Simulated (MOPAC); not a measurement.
Input file for MOPAC: PM3 on CH6BP (SMILES CBP), a point of a torsion scan.

```
PM3 1SCF PRECISE CHARGE=0 THREADS=1
CH6BP

C     -1.06885009 1     0.14102997 1    -0.30468502 1
B      0.00691288 1    -0.16173460 1     0.79201808 1
P      1.89688226 1    -0.08200278 1     0.42811554 1
H     -1.68641753 1    -0.74436582 1    -0.46155892 1
H     -1.75963172 1     0.91392750 1     0.03459403 1
H     -0.67467239 1     0.44965212 1    -1.27097609 1
H     -0.33826503 1    -0.51945236 1     1.85349504 1
H      1.80352067 1    -1.06853707 1    -0.54549267 1
H      1.81009546 1     0.89966185 1    -0.55141020 1
```

Output:

```
*******************************************************************************
 **                                                                           **
 **                              MOPAC v23.2.5                                **
 **                                                                           **
 *******************************************************************************
 ** MOPAC's Digital Object Identifier: https://doi.org/10.5281/zenodo.6511958 **
 **                                                                           **
 ** Please cite the open-source release paper for use of this MOPAC version:  **
 ** J. E. Moussa and J. J. P. Stewart (2026)                                  **
 ** MOPAC: An open-source semiempirical molecular orbital program             **
 ** J. Open Source Softw., 11(119), 8025, https://doi.org/10.21105/joss.08025 **
 *******************************************************************************

                              PM3 CALCULATION RESULTS

 *******************************************************************************
 *  PM3        - The PM3 Hamiltonian to be used
 *
 *
 *
 *                 CHARGE ON SYSTEM = 0
 *
 *
 *
 *  PRECISE    - TIGHTER CRITERIA TO BE USED
 *  1SCF       - DO 1 SCF AND THEN STOP
 *  THREADS=1  - MULTI-THREADING NOT USED
 *  T=         - A TIME OF 172800.0 SECONDS REQUESTED
 *  DUMP=N     - RESTART FILE WRITTEN EVERY 7200.0 SECONDS REQUESTED
 *******************************************************************************
PM3 1SCF PRECISE CHARGE=0 THREADS=1
 CH6BP

   ATOM   CHEMICAL          X               Y               Z
  NUMBER   SYMBOL      (ANGSTROMS)     (ANGSTROMS)     (ANGSTROMS)

     1       C         -1.06885009  *   0.14102997  *  -0.30468502  *
     2       B          0.00691288  *  -0.16173460  *   0.79201808  *
     3       P          1.89688226  *  -0.08200278  *   0.42811554  *
     4       H         -1.68641753  *  -0.74436582  *  -0.46155892  *
     5       H         -1.75963172  *   0.91392750  *   0.03459403  *
     6       H         -0.67467239  *   0.44965212  *  -1.27097609  *
     7       H         -0.33826503  *  -0.51945236  *   1.85349504  *
     8       H          1.80352067  *  -1.06853707  *  -0.54549267  *
     9       H          1.81009546  *   0.89966185  *  -0.55141020  *



          CARTESIAN COORDINATES

    NO.       ATOM           X           Y           Z

     1         C         -1.0689      0.1410     -0.3047
     2         B          0.0069     -0.1617      0.7920
     3         P          1.8969     -0.0820      0.4281
     4         H         -1.6864     -0.7444     -0.4616
     5         H         -1.7596      0.9139      0.0346
     6         H         -0.6747      0.4497     -1.2710
     7         H         -0.3383     -0.5195      1.8535
     8         H          1.8035     -1.0685     -0.5455
     9         H          1.8101      0.8997     -0.5514

  H: (PM3): J. J. P. STEWART, J. COMP. CHEM. 10, 209 (1989).
  B: (PM3): J. J. P. STEWART, J. MOL. MOD., 10, 155-164 (2004)
  C: (PM3): J. J. P. STEWART, J. COMP. CHEM. 10, 209 (1989).
  P: (PM3): J. J. P. STEWART, J. COMP. CHEM. 10, 209 (1989).

           Empirical Formula: C H6 B P  =     9 atoms



      MOLECULAR POINT GROUP   :   C1


      RHF CALCULATION, NO. OF DOUBLY OCCUPIED LEVELS = 9


 -------------------------------------------------------------------------------
 PM3 1SCF PRECISE CHARGE=0 THREADS=1
 CH6BP



     1SCF WAS SPECIFIED, SO BFGS WAS NOT USED
     SCF FIELD WAS ACHIEVED


                              PM3 CALCULATION
                                                       MOPAC v23.2.5 Linux




          FINAL HEAT OF FORMATION =         17.39141 KCAL/MOL =      72.76564 KJ/MOL


          COSMO AREA              =        104.41 SQUARE ANGSTROMS
          COSMO VOLUME            =         89.07 CUBIC ANGSTROMS

          IONIZATION POTENTIAL    =          8.743454 EV
          HOMO LUMO ENERGIES (EV) =         -8.743  0.265
          NO. OF FILLED LEVELS    =          9
          MOLECULAR WEIGHT        =         59.8422         POINT GROUP:  C1

          MOLECULAR DIMENSIONS (Angstroms)

            Atom       Atom       Distance
            H     8    H     5     4.11858
            H     6    H     7     3.27321
            H     4    H     9     3.11528


          SCF CALCULATIONS        =          1





   ATOM   CHEMICAL          X               Y               Z
  NUMBER   SYMBOL      (ANGSTROMS)     (ANGSTROMS)     (ANGSTROMS)

     1       C         -1.06885009  *   0.14102997  *  -0.30468502  *
     2       B          0.00691288  *  -0.16173460  *   0.79201808  *
     3       P          1.89688226  *  -0.08200278  *   0.42811554  *
     4       H         -1.68641753  *  -0.74436582  *  -0.46155892  *
     5       H         -1.75963172  *   0.91392750  *   0.03459403  *
     6       H         -0.67467239  *   0.44965212  *  -1.27097609  *
     7       H         -0.33826503  *  -0.51945236  *   1.85349504  *
     8       H          1.80352067  *  -1.06853707  *  -0.54549267  *
     9       H          1.81009546  *   0.89966185  *  -0.55141020  *

                             CARTESIAN COORDINATES

   1    C       -1.068850090     0.141029970    -0.304685020
   2    B        0.006912880    -0.161734600     0.792018080
   3    P        1.896882260    -0.082002780     0.428115540
   4    H       -1.686417530    -0.744365820    -0.461558920
   5    H       -1.759631720     0.913927500     0.034594030
   6    H       -0.674672390     0.449652120    -1.270976090
   7    H       -0.338265030    -0.519452360     1.853495040
   8    H        1.803520670    -1.068537070    -0.545492670
   9    H        1.810095460     0.899661850    -0.551410200


           Empirical Formula: C H6 B P  =     9 atoms



      MOLECULAR POINT GROUP   :   C1


                  EIGENVALUES
 -31.70547 -25.92509 -18.70260 -14.44233 -14.20878 -13.09858 -12.18674 -10.94958
  -8.74345   0.26515   1.27009   1.56255   1.59571   3.87352   4.09254   4.25094
   4.32916   4.81233


              NET ATOMIC CHARGES AND DIPOLE CONTRIBUTIONS

  ATOM NO.   TYPE          CHARGE      No. of ELECS.   s-Pop       p-Pop
    1          C          -0.206788        4.2068     1.11990     3.08689
    2          B          -0.186442        3.1864     1.14816     2.03829
    3          P           0.376864        4.6231     1.69822     2.92492
    4          H           0.081352        0.9186     0.91865
    5          H           0.080411        0.9196     0.91959
    6          H           0.053932        0.9461     0.94607
    7          H           0.024740        0.9753     0.97526
    8          H          -0.102599        1.1026     1.10260
    9          H          -0.121471        1.1215     1.12147
 DIPOLE           X         Y         Z       TOTAL
 POINT-CHG.     0.991    -0.025     0.683     1.203
 HYBRID        -2.267     0.048    -2.038     3.048
 SUM           -1.276     0.023    -1.355     1.861


          ATOMIC ORBITAL ELECTRON POPULATIONS

     Atom    s        px        py        pz
    1  C   1.11990   1.04269   1.01430   1.02991
    2  B   1.14816   0.94183   0.22795   0.86851
    3  P   1.69822   1.06282   0.84442   1.01768
    4  H   0.91865
    5  H   0.91959
    6  H   0.94607
    7  H   0.97526
    8  H   1.10260
    9  H   1.12147

 **********************
 *                    *
 * JOB ENDED NORMALLY *
 *                    *
 **********************




 == MOPAC DONE ==
```

The run finished.

Cost: very roughly 0.03 core-seconds.
